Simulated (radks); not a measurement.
Removal energies from the bromine ion Br10+, [Ar] 3d7, by Delta-SCF beside the eigenvalue of the level emptied. Calculated with a radial shooting solver on a logarithmic mesh with Libxc functionals: scalar-relativistic Kohn-Sham, LDA (Slater exchange, Perdew-Wang correlation), spin-polarised, spherical densities, finite nucleus; Fermi nuclear charge, rms radius of each element as measured or else 0.836 A^(1/3) + 0.57 fm. Open shells are filled with parallel spins first.

removed from	final configuration	Delta-SCF (eV)	-eigenvalue (eV)
3d	[Ar] 3d6	301.75	282.59
3p	[Ne] 3s2 3p5 3d7	407.77	389.11
3s	[Ne] 3s1 3p6 3d7	472.59	453.84
2p	[He] 2s2 2p5 3s2 3p6 3d7	1816.7	1767.1
